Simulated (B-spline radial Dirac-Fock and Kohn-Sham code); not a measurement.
System: the Ru⁵⁺ ion, configuration 1s2 2s2 2p6 3s2 3p6 3d10 4s2 4p6 4d3. Calculated with a radial atomic solver, using Dirac-Hartree-Slater photoionisation with all multipoles and Dirac-Fock thresholds.

Q: Which of the sources Mg Kα (1253.6 eV), Cr Kα (5414.7 eV), Cu Kα (8047.8 eV), Ga Kα (9251.7 eV) can ionise the 2p1/2 level, and how does the cross section change among them?

A: The computed threshold is 3055.0 eV, above Mg Kα; the others can ionise it. Cross sections: Cr Kα 18.8 kb, Cu Kα 5.95 kb, Ga Kα 3.91 kb. From the first to the last it falls by a factor of 4.8.
